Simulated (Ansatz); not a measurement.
A search over several starts for the lowest SCF solution of Cd2O2H4⁺, that is (HCd-mu-OH)2 with one electron fewer at the given spin, in a small basis.

```yaml
crystal:
  periodic: [false, false, false]
  atoms:
    - {symbol: Cd, position_ang: [-0.683335, 1.468087, 0.573030]}
    - {symbol: H, position_ang: [-1.347810, 2.896537, 1.128319]}
    - {symbol: O, position_ang: [0.872451, 0.679773, -0.702037]}
    - {symbol: Cd, position_ang: [0.683755, -1.468158, -0.572339]}
    - {symbol: H, position_ang: [1.347057, -2.896524, -1.129244]}
    - {symbol: O, position_ang: [-0.871875, -0.679754, 0.702678]}
    - {symbol: H, position_ang: [1.513076, 1.179589, -1.218703]}
    - {symbol: H, position_ang: [-1.513329, -1.179550, 1.218308]}
basis:
  gaussian: {orbitals: def2-SVP}
total_charge: 1
magnetization: {spin_polarized: true, initial_magnetization: 1}
hamiltonian: {xc: pbe0, dispersion: d4}
output: {orbitals: {seedname: orbitals}}
```

```sh
$ ansatz run in.yaml --threads 4 --pin off --events-out ev --progress --plain --max-ram 3916MiB
```

Output, abridged:

```
Functional definition: PBE0
1120 factors; integrals over basis functions are off by at most 5.7e-4 eV
mean field evaluation 1: about -13245.9307 eV, gradient 8.1e1 eV
mean field evaluation 2: about -13057.6255 eV, gradient 1.9e2 eV
mean field evaluation 4: about -13269.9813 eV, gradient 1.1e1 eV
mean field evaluation 8: about -13270.6523 eV, gradient 7.9e-1 eV
mean field evaluation 16: about -13270.6580 eV, gradient 4.5e-3 eV
mean field evaluation 32: about -13268.2984 eV, gradient 1.9e1 eV
mean field evaluation 64: about -13270.4787 eV, gradient 9.6e-1 eV
mean field -13270.65796722 eV, -487.6876851203 hartree, gradient 9.4e-6 eV, S^2 0.772164; 7 other end points of the search recorded, 0 dependent functions left out
reference -13270.65800878 eV, -487.6876866474 hartree; 30, 29 occupied and 80, 81 virtual orbitals, 1120 factors
Total energy: -13270.79856284 eV, -487.6928519140 hartree
```

Run time 32 s (4 threads of Intel Xeon on a shared host).

In the def2 sets Cd takes a core potential; there is no spin–orbit coupling.
